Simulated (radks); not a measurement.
The numbers below are computed, except where a source is named.
Problem. The mean radii <r> (bohr) of the occupied orbitals of an atom or ion are listed with their occupations. Level of theory: non-relativistic Kohn-Sham, PBE, spin-polarised, spherical densities, point nucleus (a radial shooting solver on a logarithmic mesh with Libxc functionals).

orbital  occ.      <r>
1s up       1  0.01869
1s down     1  0.01869
2s up       1  0.07863
2s down     1  0.07863
2p up       3  0.06642
2p down     3  0.06642
3s up       1   0.1980
3s down     1   0.1980
3p up       3   0.1885
3p down     3   0.1884
3d up       5   0.1644
3d down     5   0.1643
4s up       1   0.4323
4s down     1   0.4324
4p up       3   0.4352
4p down     3   0.4353
4d up       5   0.4396
4d down     5   0.4398
4f up       7   0.4496
4f down     6   0.4502
5s up       1   0.9586
5s down     1   0.9596
5p up       3    1.029
5p down     3    1.029
5d up       5    1.290
5d down     5    1.285
6s up       1    2.654
6s down     1    2.635
6p up       2    3.396

Name the element and its charge. Open shells, if any, are filled with parallel spins first.

Solution. Z = 81, thallium, charge 0: Tl in [Xe] 4f13 5d10 6s2 6p2. The 1s radius gives Z: for a bare nucleus <r> = 1.5/Z, 0.01852 bohr for Z = 81, and screening makes it slightly larger (0.01869 here). The occupations add up to 81, and the charge is Z minus that.
